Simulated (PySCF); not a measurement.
SiF3: fields on a plane

All numbers come from PySCF, Ur2SCAN, basis Si def2-TZVP, F def2-TZVP (no relativity, density fitting).

The doublet minimum has Si–F 1.584 Å (×3); F–Si–F 107.8° (×3).

The plane holds Si1 at (0.00, 0.00), F2 at (1.58, 0.00), F3 at (-0.49, 1.51) Å. Columns run from x = -2.55 to 3.75 Å, rows from y = 3.75 (top) to -1.95 Å, in steps of 0.3 Å. Other isomers or separated fragments may lie lower.

Problem. Give the electron density (e/Å³) (cut at 5 e/Å³). Every second row and column.

Solution. 
```
0.00 0.00 0.00 0.00 0.00 0.00 0.00 0.00 0.00 0.00 0.00
0.00 0.00 0.00 0.01 0.01 0.00 0.00 0.00 0.00 0.00 0.00
0.00 0.00 0.03 0.12 0.11 0.02 0.00 0.00 0.00 0.00 0.00
0.00 0.01 0.23 3.13 2.53 0.18 0.01 0.00 0.00 0.00 0.00
0.00 0.02 0.41 5.00 5.00 0.35 0.05 0.04 0.01 0.00 0.00
0.00 0.01 0.14 0.92 1.09 0.33 0.45 0.82 0.19 0.02 0.00
0.00 0.01 0.07 0.33 5.00 2.63 3.02 5.00 1.14 0.04 0.00
0.00 0.01 0.07 0.30 2.55 0.62 1.40 4.55 0.57 0.03 0.00
0.00 0.01 0.04 0.13 0.20 0.13 0.13 0.17 0.05 0.01 0.00
0.00 0.00 0.01 0.03 0.04 0.02 0.01 0.01 0.00 0.00 0.00
```

Problem. Give the electron localisation function (set to 0 where the density is under 0.005 e/Å³). Lower edges of the bins: '_' 0.000, '.' 0.087, ':' 0.173, '-' 0.260, '=' 0.347, '+' 0.433, '*' 0.520, '#' 0.607, '%' 0.694, '@' 0.780; top 0.87, each point printed twice.

Solution. 
```
____________________________________________
____________________________________________
____________________________________________
__________....::::..________________________
________::==++**++==::..____________________
______::++##%%@@%%##==..____________________
____..==##@@@@@@@@%%**::____________________
____..++%%@@##::@@@@**..____________________
____..==%%@@##..%%@@++..____..::..__________
____..--**%%@@@@@@%%--__..==++++==::________
______..--**%%%%==::..::**%%@@%%**==..______
________..----__--==__++%%@@@@@@%%++::______
______..::::__==@@@@--==@@++..@@@@**::______
______..--==..==@@@@--==@@++..@@@@**::______
____..::==**==__====__++%%@@@@@@%%++::______
______::--++**==......--**%%@@%%**==..______
______..::==++****==::::--++**++==::________
________..::--==++==::......::::..__________
__________..::::--::..______________________
______________......________________________
```
